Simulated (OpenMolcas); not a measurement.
In2+: input and output

Input:

```
&GATEWAY
Coord
1

In 0.0 0.0 0.0
Basis=ANO-R2
Group=XYZ
NoMove
AngMom=0.0 0.0 0.0
AMFI
&SEWARD
* reference wave functions (RASSCF and RASSI steps not shown): 1 electron in 9 orbitals (RAS2 5s 5p; RAS3 5d, at most 1 electron)
>>> COPY JOB001 $Project.JobIph
&CASPT2
Multistate=1 1
Frozen=9 9
IPEA=0.4
Sig1=0.3
MaxIter=60
WThr=0.0 0.3 0.05
PrWF=0.5
NoMix
>>> COPY JOB002 $Project.JobIph
&CASPT2
Multistate=3 1 2 3
Frozen=9 9
IPEA=0.4
Sig1=0.3
MaxIter=60
WThr=0.0 0.3 0.05
PrWF=0.5
NoMix
```

Launched by
```bash
OMP_NUM_THREADS=1 MOLCAS_MEM=2252 MOLCAS_PROJECT=a pymolcas a.inp > a.log  # once for each step of the input, in one work folder
```

Output, cut to the results:

```
--- CASPT2 ---
Orbital specifications:
      -----------------------

      Symmetry species                           1   2
                                                ag  au
      Frozen orbitals                            9   9
      Inactive orbitals                          5   0
      Active orbitals                            6   3
      Secondary orbitals                        16  20
      Deleted orbitals                           0   0
      Number of basis functions                 36  32
Type of calculation                        SS-CASPT2
      Fock operator                              state-specific
      IPEA shift                                 0.40
      Real shift                                 0.00
      Imaginary shift                            0.00
      Sigma^1 regularizer                        0.30
      The input orbitals will be transformed to quasi-canonical
Reference energy:       -5877.4965603526
      E2 (Non-variational):      -0.3927124424
      Shift correction:          -0.0000031775
      E2 (Variational):          -0.3927156199
      Total energy:           -5877.8892759725
      Residual norm:              0.0000008592
      Reference weight:           0.93902
      Contributions to the CASPT2 correlation energy
      Active & Virtual Only:         -0.0000000000
      One Inactive Excited:          -0.0464446666
      Two Inactive Excited:          -0.3462677757
::    CASPT2 Root  1     Total energy:  -5877.88927597
--- CASPT2 ---
Orbital specifications:
      -----------------------

      Symmetry species                           1   2
                                                ag  au
      Frozen orbitals                            9   9
      Inactive orbitals                          5   0
      Active orbitals                            6   3
      Secondary orbitals                        16  20
      Deleted orbitals                           0   0
      Number of basis functions                 36  32
Type of calculation                        MS-CASPT2
      Fock operator                              state-specific
      IPEA shift                                 0.40
      Real shift                                 0.00
      Imaginary shift                            0.00
      Sigma^1 regularizer                        0.30
      The input orbitals will be transformed to quasi-canonical
Reference energy:       -5877.2374590286
      E2 (Non-variational):      -0.3776057783
      Shift correction:          -0.0000085279
      E2 (Variational):          -0.3776143062
      Total energy:           -5877.6150733347
      Residual norm:              0.0000004863
      Reference weight:           0.94220
      Contributions to the CASPT2 correlation energy
      Active & Virtual Only:         -0.0000000000
      One Inactive Excited:          -0.0318463529
      Two Inactive Excited:          -0.3457594254
Reference energy:       -5877.2374590286
      E2 (Non-variational):      -0.3776057783
      Shift correction:          -0.0000085279
      E2 (Variational):          -0.3776143062
      Total energy:           -5877.6150733347
      Residual norm:              0.0000004863
      Reference weight:           0.94220
      Contributions to the CASPT2 correlation energy
      Active & Virtual Only:         -0.0000000000
      One Inactive Excited:          -0.0318463529
      Two Inactive Excited:          -0.3457594254
::    CASPT2 Root  1     Total energy:  -5877.61507333
::    CASPT2 Root  2     Total energy:  -5877.61507333
::    CASPT2 Root  3     Total energy:  -5877.61507333
::    MS-CASPT2 Root  1     Total energy:  -5877.61507333
::    MS-CASPT2 Root  2     Total energy:  -5877.61507333
::    MS-CASPT2 Root  3     Total energy:  -5877.61507333
```

Levels above the lowest, from the spin-orbit matrix with the single-state CASPT2 energies, averaged by term, on its diagonal:

```tsv
Configuration	Term	J	E (cm⁻¹)	Measured (cm⁻¹)	g	Term weight %
5s	²S	1/2	0.0	0.0	2.002	100
5p	²P°	1/2	58013	57181	0.666	100
5p	²P°	3/2	61264	61523	1.334	100
```

Against the 2 measured excited levels shown (Moore, Atomic Energy Levels, vol. III, NSRDS-NBS 35 (1971 reprint of NBS Circular 467, 1958)) the mean absolute deviation is 550 cm-1; the largest miss in energy is 5p ²P°_1/2: computed 58013, measured 57181 cm⁻¹ (+1.5 %).

With one active electron outside closed inactive shells, the extra shells (5d) add no correlation to the reference. With one active electron, CASPT2 adds the correlation within the correlated inactive shells and between them and that electron, and leaves the splitting within a term as the reference gives it. Measured partners are found by configuration, term and J. A level has none where our copy of the source lacks it or the pairing is in doubt (some pairs that miss far off the trend of their configuration count as doubtful), and it then counts in no deviation. Only configurations of the active space appear. The first state left out of the spin-orbit step lies near 340000 cm-1 above the lowest spin-free state of the reference (among the parities and spins computed), and the list stops at four fifths of that energy or lower.

The CASPT2 steps took 1.7 s on 1 thread of Arm Neoverse V1 (shared host); the integral step is not counted.

The term weight is that of the spin-free term in the level, not the purity of its configuration. ° marks odd parity.
